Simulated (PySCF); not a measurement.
Members of the series CXY, Y = amino; each row names its spin state. Gas-phase values, no solvent. One relaxed conformer stands for each flexible species; it need not be the lowest. Strings in code marks are SMILES.

Computed with PBE0-D3(BJ)/def2-TZVP (PySCF). 

| species | dipole moment (D) |
|---|---|
| X = silyl, multiplicity 3 (`N[C][SiH3]` (excited triplet)) | 2.36 |
| X = boryl, multiplicity 3 (`B[C]N` (excited triplet)) | 3.83 |
| X = mercapto, multiplicity 3 (`N[C]S` (excited triplet; N–C–S–H torsion 65°)) | – |
| X = vinyl, multiplicity 1 (`C=C[C]N` (lower singlet; C–C–C–N torsion 58°)) | – |
| X = AlH2, multiplicity 1 (`[AlH2][C]N` (lower singlet)) | – |
| X = H, multiplicity 3 (`[CH]N` (excited triplet)) | … |

**Question.** What belongs in the gaps?

**Answer.** 
- X = H, multiplicity 3 (`[CH]N` (excited triplet)), dipole moment (D): 1.58
